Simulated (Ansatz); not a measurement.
Geometry optimisation, UKS PBE/def2-SVP in Ansatz 0.2.0.

input.yaml

```yaml
crystal:
  periodic: [false, false, false]
  atoms:
    - { symbol: Ti, position_ang: [0.074901, -0.222494, 0.553822] }
    - { symbol: F, position_ang: [-0.721462, 1.218172, 1.376717] }
    - { symbol: O, position_ang: [1.67401, -0.019264, -0.300722] }
    - { symbol: H, position_ang: [2.415596, -0.637605, -0.132795] }
    - { symbol: O, position_ang: [-0.734599, 1.264588, -0.806551] }
    - { symbol: H, position_ang: [-1.739169, 1.239051, -0.784965] }
    - { symbol: O, position_ang: [-0.942783, -1.537972, -0.181659] }
    - { symbol: H, position_ang: [-1.491006, -2.207658, 0.271615] }
    - { symbol: F, position_ang: [0.372313, -0.745317, 2.201638] }
magnetization:
  spin_polarized: true
  initial_magnetization: 1
basis:
  gaussian: { orbitals: def2-SVP }
hamiltonian:
  xc: pbe
relax:
  f_tol: 0.03
  max_steps: 50
```

Launched with:

```bash
$ ansatz run input.yaml --threads 4 --pin off --max-ram 5120MiB --backend cpu --events-out ev --progress --plain --runs-dir out
```

Problem. Where does it end, and by what steps?

Solution. The run converged. After 28 steps the energy has fallen by 0.225 eV; H4 moved furthest, 1.02 Å.

```
step  energy less start (eV)  largest force component (eV/Å)  accepted
   0                  0.0000                           0.840       yes
   1                 -0.1225                           0.337       yes
   2                 -0.1435                           0.061       yes
   3                 -0.1463                           0.057       yes
   4                 -0.1498                           0.330       yes
   5                 -0.1650                           0.078       yes
   6                 -0.1824                           0.181       yes
   7                 -0.1795                           0.242        no
   8                 -0.1875                           0.060       yes
   9                 -0.1904                           0.120       yes
  10                 -0.1819                           0.642        no
  11                 -0.1933                           0.109       yes
  12                 -0.1961                           0.273       yes
  13                 -0.1992                           0.229       yes
  14                 -0.2035                           0.203       yes
  15                 -0.2060                           0.214       yes
  16                 -0.2101                           0.107       yes
  17                 -0.2121                           0.265       yes
  18                 -0.2146                           0.105       yes
  19                 -0.2160                           0.135       yes
  20                 -0.2017                           1.240        no
  21                 -0.2194                           0.081       yes
  22                 -0.2182                           0.609        no
  23                 -0.2212                           0.078       yes
  24                 -0.2225                           0.173       yes
  25                 -0.2232                           0.262       yes
  26                 -0.2243                           0.070       yes
  27                 -0.2146                           0.463        no
  28                 -0.2251                           0.019       yes
```

```xyz
9
Properties=species:S:1:pos:R:3
Ti 0.050 -0.258 0.770
F -0.723 1.351 1.267
O 1.719 -0.269 0.115
H 1.970 0.001 -0.787
O -0.450 1.106 -0.880
H -1.431 1.047 -0.972
O -1.091 -1.397 -0.052
H -1.349 -2.238 0.371
F 0.212 -0.991 2.365
```

Whether the end is a true minimum wasn't checked by a vibrational analysis.

The run took 96 s on 4 threads of Arm Neoverse V1, on a shared host, peak memory 0.25 GiB.
